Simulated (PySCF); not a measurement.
A mixed set of molecules.

All values: CAM-B3LYP/def2-SVPD (PySCF) at GFN2-xTB geometries, gas phase, one conformer each. Core orbitals are frozen in the response; Δα² is half the sum of the squared differences of the principal polarisabilities.

Question: Rank by HOMO energy, lowest first.
A. `C#C[C@](C)(F)[SiH2]O`
B. `C=C/C(=N/N=C)C(F)(F)F`
C. `S=C1SCCS1`
D. `C=C[SiH2]S`

Answer: A (-9.07 eV), D (-8.58 eV), B (-8.14 eV), C (-7.82 eV).

Question: Rank by mean static polarisability, lowest first.
A. `C=C[SiH2]S`
B. `O[SiH2][C@@](F)(C#C)C`
C. `S=C1SCCS1`
D. `C=C/C(=N/N=C)C(F)(F)F`

Answer: A (10.84 Å³), B (11.21 Å³), D (13.21 Å³), C (14.50 Å³).

All values together:

```csv
SMILES,formula,μ (D),HOMO (eV),LUMO (eV),α (Å³),Δα (Å³),electrons,α per electron (Å³)
C=C/C(=N/N=C)C(F)(F)F,C5H5F3N2,1.97,-8.14,-0.86,13.21,10.20,76,0.174
S=C1SCCS1,C3H4S3,5.15,-7.82,-0.98,14.50,8.46,70,0.207
C=C[SiH2]S,C2H6SSi,2.03,-8.58,0.32,10.84,4.25,48,0.226
C#C[C@](C)(F)[SiH2]O,C4H7FOSi,0.96,-9.07,0.58,11.21,3.75,62,0.181
Cc1cc(C(F)(F)F)[nH]n1,C5H5F3N2,1.15,-9.05,0.57,10.84,5.30,76,0.143
```

Conformers: `[CH2:1]=[CH:2]/[C:3](=[N:4]/[N:5]=[CH2:6])[C:7]([F:8])([F:9])[F:10]` with C1–C2–C3–N4 1°, C3–N4–N5–C6 -108°; `[S:1]=[C:2]1[S:3][CH2:4][CH2:5][S:6]1` with S1–C2–S3–C4 -169°, C2–S3–C4–C5 -34°, S3–C4–C5–S6 45°, C4–C5–S6–C2 -34°; `[CH2:1]=[CH:2][SiH2:3][SH:4]` with C1–C2–Si3–S4 127°, C2–Si3–S4–H -45°; `[CH:1]#[C:2][C@:3]([CH3:4])([F:5])[SiH2:6][OH:7]` with C2–C3–Si6–O7 170°, C3–Si6–O7–H -47°.
